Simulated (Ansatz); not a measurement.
Consider the isomerisation: `CO[Si]N` → `N=C[SiH2]O`.

Isolated molecules relaxed with PBE0-D4/def2-TZVP in Ansatz; ΔE leaves out vibrations. CCSD(T)/CBS adds triple-zeta CCSD(T) − MP2 to the extrapolated MP2 energy (def2 sets, frozen cores). One conformer a species, not always the lowest.

`CO[Si]N`:

Z-matrix (Å, degrees):
```
C
O 1 1.408
H 1 1.093 2 109.6
H 1 1.097 2 112.1 3 -120.5
H 1 1.093 2 109.6 3 119.0
Si 2 1.660 1 122.8 3 120.5
N 6 1.705 2 97.4 1 180.0
H 7 1.007 6 122.1 2 180.0
H 7 1.010 6 124.6 2 0.0
```

`N=C[SiH2]O`:

```xyz
9

N     1.311    0.865    0.156
C     0.452    0.480   -0.699
Si   -0.907   -0.628    0.016
O    -0.536   -0.755    1.604
H     2.036    1.461   -0.248
H     0.507    0.772   -1.757
H    -0.895   -1.948   -0.668
H    -2.237    0.000   -0.199
H     0.268   -0.248    1.794
```

| level | ΔE (eV) |
| --- | --- |
| HF/def2-SVP | 0.49 |
| CCSD/def2-SVP | 0.51 |

What does CCSD(T)/CBS give? (Best estimate.)

The calculation gave: +0.51 eV. The listed levels differ from it by -0.02, 0.00 eV.

Largest T1 diagnostic among the species: 0.013.

Leaving LDA and LC-ωPBE aside and taking each functional with its dispersion term where it has one, the values, not all of them listed here, spread over 0.13 eV, from r2SCAN-D4 to ωB97M-V. LDA lies +0.15 eV from PBE without D4. In def2-TZVPP, CCSD(T) changes the Hartree–Fock value by +0.06 eV (the triples alone add −0.02 eV) and MP2 by +0.06 eV.
